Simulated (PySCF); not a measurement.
# Vibration and rotation of KGe⁺

UHF-CCSD(T) constants of KGe⁺, ³Π (triplet), unpaired electrons σ ↑, π ↑ (K x2c-SVPall, Ge x2c-SVPall; spin-free X2C with a Gaussian nucleus (PySCF 2.14); masses 38.9637 and 73.9212 u):

| Quantity | Value |
| --- | --- |
| ωe | 71.1 cm⁻¹ |
| ωexe | 0.493 cm⁻¹ |
| Be | 0.045337 cm⁻¹ |
| αe | 0.000391 cm⁻¹ |
| D (centrifugal) | 7.37e-08 cm⁻¹ |
| De to K⁺ + Ge | 0.289 eV |

Give the vibrational terms G(v) and spacings up to v = 6.

G(v) = ωe(v+½) − ωexe(v+½)².

| v | G(v) (cm⁻¹) | G(v) − G(v−1) | Bv (cm⁻¹) |
| --- | --- | --- | --- |
| 0 | 35.4 |  | 0.04514 |
| 1 | 105.5 | 70.1 | 0.04475 |
| 2 | 174.7 | 69.1 | 0.04436 |
| 3 | 242.8 | 68.1 | 0.04397 |
| 4 | 310.0 | 67.2 | 0.04358 |
| 5 | 376.1 | 66.2 | 0.04319 |
| 6 | 441.3 | 65.2 | 0.04280 |

How well does the Morse estimate ωe²/(4ωexe) reproduce De, and what is D0?

It gives 0.318 eV, 110 % of the computed De. D0 = De − G(0) = 0.289 − 0.004 = 0.285 eV.

Correlated steps freeze 14 core orbitals. The bond is weak. Basis-set superposition, not corrected here, can be much of De in a small basis, most of all at correlated wavefunction levels. Spin–orbit coupling is left out. For an ion De counts to the pair picked by the measured ionisation energies or electron affinities, which need not be the lowest pair at this level. The state is the lowest determinant that a PBE0 search found; another state may lie lower at other levels.
